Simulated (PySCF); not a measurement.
NbF5 (singlet state).
SMILES: `[F][Nb]([F])([F])([F])[F]`

Theory: PBE0-D3(BJ)/def2-SVP geometry optimisation, gas phase, def2 core potentials past Kr in PySCF.

Take the most abundant isotopes and a rigid rotor. 

Problem. Give the principal moments of inertia and the rotational constants in GHz.

Solution. Ia = 191.15, Ib = 226.67, Ic = 228.08 u·Å²; 505379 MHz·u·Å²/I gives 2644, 2230 and 2216 MHz, that is A = 2.6439, B = 2.2296, C = 2.2158 GHz.

Problem. What kind of rotor is it?

Solution. A prolate symmetric top, as the point group D3h requires two equal moments; the computed ones differ by 0.62 % because the geometry is symmetric only within the optimiser's tolerance: κ = (2 × 2230 − 2644 − 2216)/(2644 − 2216) ≈ -0.94.

The point group D3h allows no dipole (computed: 0.00 D), so a rigid rotor has no electric-dipole lines.

Problem. Estimate the classical rotational partition function at 10 K, 100 K and 500 K.

Solution. Point group D3h, symmetry number σ = 6; q = (√π/σ)·√((kT/h)³/(ABC)), k/h = 20836.6 MHz/K: 246 at 10 K, 7770 at 100 K, 86900 at 500 K.

Stationary, but not proved a minimum. No vibrational averaging or centrifugal distortion is included, and the geometry carries the error of its method.
